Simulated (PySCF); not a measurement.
**A search over the determinants of RuO**

Unrestricted PBE0; basis Ru cc-pVDZ-PP with ECP28, O cc-pVDZ; scalar-relativistic core potentials; PySCF 2.14. Outer shells of the fragments: Ru 4d7 5s1; O 2s2 2p4.

Followed along the bond (rough minima from three points):

```csv
2Ms+1,unpaired,⟨S²⟩ at the start,R at minimum (Å),Te (eV)
5,"σ ↑, π ↑↑, δ ↑",6.01,1.71,0.00
3,"σ ↑, π ↑↓, δ ↑",3.01,1.72,0.79
3,"σ ↑, π ↑↓, δ ↑",3.03,1.72,0.80
3,"σ ↓, π ↑↑, δ ↑",3.02,1.71,0.86
3,π ↑↑,2.01,1.68,0.99
5,"π ↑↑, δ ↑↑",6.04,1.75,1.16
```

Solutions found at the starting distance of 1.795 Å, counted from the lowest of them; the search is not exhaustive and high or unbound solutions are not listed, so other states can lie among these:

```tsv
2Ms+1	unpaired	term	E (eV)	⟨S²⟩	⟨Lz²⟩	μ (D)
5	σ ↑, π ↑↑, δ ↑	⁵Δ	0.00	6.01	4.01	-4.38
3	σ ↑, π ↑↓, δ ↑	mixed	0.76	3.01	6.02	-4.12
3	σ ↑, π ↑↓, δ ↑	mixed	0.76	3.03	6.01	-4.10
3	σ ↓, π ↑↑, δ ↑	mixed	0.86	3.02	4.01	-4.29
5	π ↑↑, δ ↑↑	⁵Σ⁺	1.03	6.04	0.00	-3.91
3	π ↑↑	³Σ⁻	1.09	2.01	0.00	-4.75
3	σ ↑, π ↑	mixed	1.20	2.15	2.38	-4.26
5	σ ↑, π ↑, δ ↑↑	⁵Π	1.30	6.01	1.02	-4.23
1	σ ↓, π ↑↓, δ ↑	mixed	1.33	2.01	6.02	-4.03
1	σ ↓, π ↑↓, δ ↑	mixed	1.33	2.02	6.02	-4.01
```

A term symbol is given only where ⟨S²⟩ and ⟨Lz²⟩ are close to those of a pure state; real π, δ and φ orbitals otherwise mix terms. A positive dipole means Ru(−)O(+).

Spin–orbit coupling is left out. With d or f electrons several states lie close, and the lowest PBE0 determinant need not be the measured ground state.
